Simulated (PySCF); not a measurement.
# Working out the ionisation energy of B²⁺

B²⁺ [He] 2s1 (2S) → B³⁺ 1s2 (1S). All numbers are calculated (PySCF 2.14, the spin-free X2C one-electron Hamiltonian (Gaussian nucleus), in x2c-QZVPPall with one added diffuse shell each of s, p, d, f type (8s5p4d3f1g, 73 functions)). Frozen: nothing. Energies in hartree (1 hartree = 27.21139 eV):

| part | B²⁺ (lower) | B³⁺ (upper) |
| --- | --- | --- |
| UHF | -23.382637 | -21.992435 |
| MP2 opposite-spin | -0.016767 | -0.015904 |
| MP2 same-spin | -0.000367 | 0.000000 |

Task: What does Hartree-Fock give?

Result: (-21.992435) − (-23.382637) = 1.390202 hartree = 37.829 eV.

Task: What do MP2 and SCS-MP2 (6/5 opposite-spin, 1/3 same-spin) give?

Result: The opposite-spin parts differ by 0.023 eV and the same-spin parts by 0.010 eV. MP2: 37.829 + (0.023) + (0.010) = 37.862 eV. SCS-MP2: 37.829 + 1.2 × (0.023) + (0.010)/3 = 37.860 eV.

Measured between the centres of the two terms (NIST): 37.931 eV, so MP2 (valence and next inner shell) is off by -0.069 eV.

What remains against the reference includes basis incompleteness and correlation beyond second order.
